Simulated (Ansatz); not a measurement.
Molecule: germyl acetate, C₂H₆GeO₂, charge 0, multiplicity 1. 
Geometry from a B3LYP-D3(BJ)/def2-TZVP (Ansatz, a program for electronic structure) optimisation:
```
C
O 1 1.2111
O 1 1.3367 2 122.35
C 1 1.5039 2 124.77 3 -180.00
H 4 1.0862 1 109.93 2 0.00
H 4 1.0908 5 110.14 1 120.93
H 4 1.0908 5 110.14 6 118.14
Ge 3 1.8435 1 114.72 2 0.00
H 8 1.5299 3 108.88 1 62.14
H 8 1.5299 9 113.55 3 121.47
H 8 1.5337 9 112.18 10 128.50
```

Parts of the frozen-core correlation energy in STO-3G (Ansatz, hartree). Frozen orbitals: 18; correlated occupied orbitals by spin: 15 and 15; virtual: 11 and 11. No spin-orbit coupling. Non-relativistic. The restricted reference is unstable.

```tsv
term	value
reference (HF)	-2277.76698
MP2 opposite-spin	?
MP2 same-spin	-0.04216
CCSD correlation	?
(T)	?
T1 diagnostic	0.014
largest doubles amplitude	0.114
```

### Question
What belongs in the gaps?

### Answer

- MP2 opposite-spin, value: -0.20071
- CCSD correlation, value: -0.29411
- (T), value: -0.00947
